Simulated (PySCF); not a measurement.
**Vertical excitation energies**

BeF₂.
Cartesian coordinates in Å at the PBE0-D3(BJ)/def2-SVP level; atoms count from 1:
```
atom  x, y, z in Å
Be1   -0.0012   -0.0007    0.0000
F2    -0.0176   -0.0218    1.3868
F3     0.0188    0.0225   -1.3867
```

The calculation used PySCF, TDDFT wB97X-D/def2-SVPD, vertical, gas phase, core orbitals frozen in the response.

```tsv
state	E (eV)	E (hartree)	f	symmetry	main configurations (H = HOMO, L = LUMO)
S1	9.76	0.3587	0.0000	–	H-1/H→L (≥92%)
S2	9.76	0.3587	0.0000	–	H-1/H→L (≥92%)
S3	10.46	0.3842	0.142	Πu	H-3/H-2→L (≥93%)
S4	10.46	0.3842	0.142	Πu	H-3/H-2→L (≥93%)
S5	11.04	0.4059	0.0000	–	H-1/H→L+1/L+2 (≥70%), H-1/H→L+5 (≥13%)
S6	11.10	0.4078	0.0000	–	H-1/H→L+1/L+2 (≥67%), H-1/H→L+4 (≥12%)
S7	11.10	0.4078	0.0000	–	H-1/H→L+1/L+2 (≥67%), H-1/H→L+4 (≥12%)
S8	11.36	0.4173	0.0000	–	H-4→L (92%)
S9	11.47	0.4215	0.022	Σu+	H-5→L (71%), H-1/H→L+1/L+2 (≥21%)
```

Triplets, Tamm–Dancoff:

| state | E (eV) | λ (nm) | main configurations (H = HOMO, L = LUMO) |
| --- | --- | --- | --- |
| T1 | 9.58 | 129.5 | H-1/H→L (≥91%) |
| T2 | 9.58 | 129.5 | H-1/H→L (≥91%) |
| T3 | 10.19 | 121.6 | H-3/H-2→L (≥92%) |
| T4 | 10.19 | 121.6 | H-3/H-2→L (≥92%) |

The lowest singlet level (S1/S2) lies at 9.76 eV (127 nm, vacuum ultraviolet) and is dark (f under 0.0005). The most intense listed level is S3/S4 at 10.46 eV (119 nm, f = 0.284 summed), 0.69 eV above S1. S1/S2, S3/S4 and S6/S7 lie within about 0.01 eV of each other in each set; the point group D∞h has degenerate representations, and within a degenerate level the listed configurations can mix freely. Löwdin shares by element: HOMO (one of a set within 0.03 eV) fluorine 100%; LUMO beryllium 80%, fluorine 20%. Orbital energies (eV): HOMO-3 -14.57, HOMO-2 -14.57, HOMO-1 -13.92, HOMO -13.92, LUMO 0.91, LUMO+1 1.64, LUMO+2 1.64. Of the 9 states listed, 3 reach f = 0.01 and 6 stay under 0.0005. The listed states span 1.71 eV, and the widest gap between neighbours is 0.69 eV (S2 to S3). Symmetry labels in D∞h follow from the direction of the transition dipole and are given only for states with f of 0.002 or more. Orbitals of the list HOMO-3 to LUMO+2 that lie within 0.01 eV of each other are written together with a slash and their weights summed (≥ marks a lower bound); for degenerate orbitals outside that list single weights are arbitrary. Singlets were solved by full linear response, triplets in the Tamm–Dancoff approximation. The highest level found (11.64 eV, f 0.0000 so far) is left out, since the window may have cut off a degenerate partner.

Time: 1.4 s wall. Hardware: one thread, Arm Neoverse V2, shared host.
